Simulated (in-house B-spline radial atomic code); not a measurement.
Radial electron density of the zinc ion Zn³⁺, [Ar] 3d9. Level of theory: scalar-relativistic (X2C) LC-wPBE, spin-polarised, spherical fractional occupations, Fermi nucleus of rms radius 3.9283 fm; calculated with an all-electron radial atomic-structure program (B-spline basis).

Caution: exact exchange at fractional occupations of open shells leaves self-interaction of up to several eV.

One-electron X2C: radii and densities carry no picture-change correction, so inner-shell <1/r> comes out high (for 1s by about 2 % at Z = 33, 5 % at 54, 10 % at 75, 30 % at 118) and <r> low.

Columns: r (bohr), 4πr²n(r) (electrons per bohr), bar.

```
 0.00194    1.082 #
 0.00232    1.474 ##
 0.00277    1.995 ##
 0.00331    2.692 ###
 0.00396    3.619 ####
 0.00473    4.818 #####
 0.00565    6.362 #######
 0.00676    8.339 #########
 0.00807    10.76 ###########
 0.00965    13.73 ##############
  0.0115    17.13 ##################
  0.0138    21.12 ######################
  0.0165    25.28 ###########################
  0.0197    29.35 ###############################
  0.0235    32.92 ###################################
  0.0281    35.53 #####################################
  0.0336    36.68 #######################################
  0.0401    36.13 ######################################
  0.0479    34.11 ####################################
  0.0573    31.43 #################################
  0.0684    29.44 ###############################
  0.0818    29.45 ###############################
  0.0977    32.11 ##################################
   0.117    36.72 #######################################
    0.14    40.91 ###########################################
   0.167    41.87 ############################################
   0.199    38.22 ########################################
   0.238    30.84 ################################
   0.285     23.3 ########################
    0.34    19.46 ####################
   0.406    20.19 #####################
   0.486    23.15 ########################
    0.58    24.47 ##########################
   0.694    22.11 #######################
   0.829    16.86 ##################
    0.99    10.96 ############
    1.18    6.214 #######
    1.41    3.066 ###
    1.69     1.31 #
    2.02   0.4938 #
    2.41   0.1572 
    2.88  0.03871
```

On this grid the curve has 3 maxima, near 0.0336, 0.167, 0.58 bohr.

The 3d up radial function P(r) = rR(r), positive near the nucleus:

```tsv
r (bohr)	P
0.0165	0.001292
0.0235	0.003441
0.0336	0.009036
0.0479	0.02273
0.0684	0.05472
0.0977	0.1233
0.14	0.2561
0.199	0.467
0.285	0.746
0.406	0.9959
0.58	1.087
0.829	0.9488
1.18	0.6609
1.69	0.3478
2.41	0.1271
```
